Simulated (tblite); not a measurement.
Compound: C5H14NPSi.
Cartesian coordinates in Å at the GFN2-xTB level; atoms count from 1:
```
atom  x, y, z in Å
C1    -3.2800    1.8045    0.2713
C2    -2.0000    1.6984   -0.0588
P3    -0.7801    0.8045    0.9364
Si4   -1.3368   -1.3232    0.4568
C5     0.6357    0.7686   -0.2806
N6     1.2720   -0.5268   -0.1452
C7     2.0766   -0.8720   -1.3002
C8     2.0469   -0.6014    1.0755
H9    -3.6805    1.3120    1.1418
H10   -3.9758    2.3765   -0.3209
H11   -1.6109    2.2231   -0.9249
H12   -1.2015   -1.6659   -0.9593
H13   -2.7573   -1.4439    0.8158
H14   -0.5515   -2.2095    1.3111
H15    1.3363    1.6047   -0.1111
H16    0.2307    0.8638   -1.2926
H17    1.4490   -0.8770   -2.1905
H18    2.4861   -1.8719   -1.1599
H19    2.9087   -0.1701   -1.4601
H20    2.9102    0.0804    1.0634
H21    2.4047   -1.6211    1.2143
H22    1.4069   -0.3342    1.9168
```

Computed with GFN2-xTB (tblite): harmonic, unscaled wavenumbers at the GFN2-xTB geometry, gas phase. This tight-binding method is rough: wavenumbers can miss measured ones by several per cent, in bad cases by 10 to 20. Modes of hydrogen on silicon can be 10 to 20 % off. One conformer, not necessarily the lowest.

Harmonic wavenumbers (cm⁻¹): 44.0, 63.2, 88.4, 109.2, 131.6, 194.6, 211.1, 226.1, 248.7, 257.6, 324.3, 392.2, 398.8, 437.3, 456.7, 490.8, 525.6, 558.0, 710.4, 739.7, 757.0, 781.7, 803.1, 860.1, 865.4, 893.3, 989.0, 1005.0, 1039.6, 1052.9, 1078.2, 1110.7, 1166.7, 1236.5, 1246.9, 1266.3, 1288.9, 1394.4, 1410.3, 1422.2, 1456.4, 1479.2, 1484.9, 1491.5, 1494.0, 1638.5, 2190.7, 2239.7, 2270.7, 2806.8, 2864.4, 2871.6, 2931.8, 2998.8, 3002.6, 3008.6, 3013.6, 3015.2, 3087.8, 3115.0.

A = 2375, B = 873.9, C = 784.3 MHz; mass 147.063 u (most abundant isotopes); point group C1, symmetry number 1.

Zero-point energy?

½Σν̃ = 38369 cm⁻¹ = 459.00 kJ/mol.

Give the ideal-gas entropy at 298.15 K and 1 bar in the rigid-rotor, harmonic-oscillator model (classical rotation).

Translation 171.10, rotation 124.14, vibration 159.01: S = 454.3 J/(mol K).

And Cp and H(298.15 K) − H(0)?

Cp = 194.61 J/(mol K), of which vibrations give 161.35 (their classical limit is 60 R = 498.9); H(298.15 K) − H(0) = 34.93 kJ/mol without the zero-point energy, 25.01 from vibrations.

How do the functions run with temperature in this model?

```json
{"T (K)": "150", "S (J/(mol K))": "348.4", "Cp (J/(mol K))": "120.9", "H − H(0) (kJ/mol)": "11.48", "G − H(0) (kJ/mol)": "-40.78", "ln q(vib)": "3.94"}
{"T (K)": "250", "S (J/(mol K))": "422.1", "Cp (J/(mol K))": "171.2", "H − H(0) (kJ/mol)": "26.11", "G − H(0) (kJ/mol)": "-79.41", "ln q(vib)": "7.40"}
{"T (K)": "400", "S (J/(mol K))": "518.0", "Cp (J/(mol K))": "240.7", "H − H(0) (kJ/mol)": "57.14", "G − H(0) (kJ/mol)": "-150.07", "ln q(vib)": "12.44"}
{"T (K)": "600", "S (J/(mol K))": "630.0", "Cp (J/(mol K))": "312.2", "H − H(0) (kJ/mol)": "112.84", "G − H(0) (kJ/mol)": "-265.13", "ln q(vib)": "18.84"}
{"T (K)": "900", "S (J/(mol K))": "771.1", "Cp (J/(mol K))": "383.3", "H − H(0) (kJ/mol)": "218.00", "G − H(0) (kJ/mol)": "-476.00", "ln q(vib)": "27.68"}
```

q(vib) and H(0) count from the zero-point level.

Blend soft modes into free rotors: weight 1/[1 + (100 cm⁻¹/ν̃)⁴] for the oscillator and the rest for a rotor with moment μB/(μ + B), μ = h/(8π²ν), B = 10⁻⁴⁴ kg m². What vibrational entropy results?

146.63 J/(mol K) in place of 159.01, which changes −T·S at 298.15 K by +3.69 kJ/mol.

Hindered rotation and anharmonicity are outside this model. Other conformers, if any are populated, would add a mixing term that is left out. The structure is chiral; the term R ln 2 for an equal mix with its mirror image is left out.
